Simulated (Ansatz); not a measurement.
Reaction (redistribution): `[AlH2][SiH2][SiH3]` + `C=[N][Al]([NH2])[OH]` → `C=[N][Al]([OH])[SiH3]` + `N[SiH2][AlH2]`

Program: Ansatz. Geometries: PBE0-D4/def2-TZVP. ΔE: electronic, gas phase. CCSD(T)/CBS adds triple-zeta CCSD(T) − MP2 to the extrapolated MP2 energy (def2 sets, frozen cores). DFT in def2-TZVPP. B3LYP here is the variant with VWN-RPA as its local correlation; programs differ in this. One conformer a species, not always the lowest.

```tsv
level	ΔE (kcal/mol)
B3LYP-D4	11.1
B3LYP	10.6
MP2/def2-TZVPP	12.2
MP2/CBS(def2)	12.4
```

Q: What does CCSD(T)/CBS give? (An estimate is asked.)

A: Computed: +11.8 kcal/mol. The listed levels differ from it by -0.7, -1.2, 0.4, 0.6 kcal/mol.

Largest T1 diagnostic among the species: 0.014.

In def2-TZVPP, CCSD(T) changes the Hartree–Fock value by +1.1 kcal/mol (the triples alone add +0.0 kcal/mol) and MP2 by +1.7 kcal/mol.
